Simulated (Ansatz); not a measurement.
Reactions of `OCS[SiH2]S`.

Isolated molecules relaxed with PBE0-D4/def2-TZVP in Ansatz; ΔE leaves out vibrations. CBS: MP2 limit from def2 TZ/QZ plus the TZ coupled-cluster correction, frozen cores. This one scheme is used for every species. For Ga outer-core shells are correlated without core-valence functions, which leaves a few kJ/mol of doubt a bond. Scalar relativity is left out up to krypton. Each species was taken in one conformer, which may not be the lowest.

Problem. Order these by ΔE at CCSD(T)/CBS, lowest first. (An estimate is asked.)
A. `OCS[SiH2]S` + `C[SiH2]O` → `C[SiH2]OCO` + `S[SiH2]S`
B. `OCS[SiH2]S` + CH₃SH → `SC[SiH2]S` + `OCS`
C. `OCS[SiH2]S` + `C=N` → `C=N[SiH2]S` + `OCS`
D. `OCS[SiH2]S` + `[GaH3]` → `S[SiH2][GaH2]` + `OCS`
E. `OCS[SiH2]S` + `O[SiH2]O` → `O[SiH2]O[SiH2]S` + `OCS`

Solution. E (-10.2 kcal/mol), A (+3.5 kcal/mol), C (+8.6 kcal/mol), D (+13.6 kcal/mol), B (+17.3 kcal/mol).

Largest T1 diagnostic: 0.013, for `S[SiH2][GaH2]`.
